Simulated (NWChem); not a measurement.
System: CHS2 cation; SMILES S=C=[SH+]

Computed with NWChem. All runs use the structure optimised with PBE0/def2-SVP. Core excitations by TDA in a window of 1s orbitals, non-relativistic and unshifted: absolute energies depend strongly on the exact-exchange share.

For level C K edge, PBE/cc-pVTZ:

- first 1s excitation (eV): 269.2
- dipole oscillator strength of the first: 0.0380
- first state with f > 0.002 (eV): 269.2
- dipole oscillator strength of that state: 0.0380

Problem. Estimate the same quantities for level C K edge, BHandHLYP/cc-pVTZ.

Solution. The first 1s excitation (eV) is 283.3, the dipole oscillator strength of the first comes out as 0.0716 and the first state with f > 0.002 (eV) is 283.3. The dipole oscillator strength of that state comes out as 0.0716.
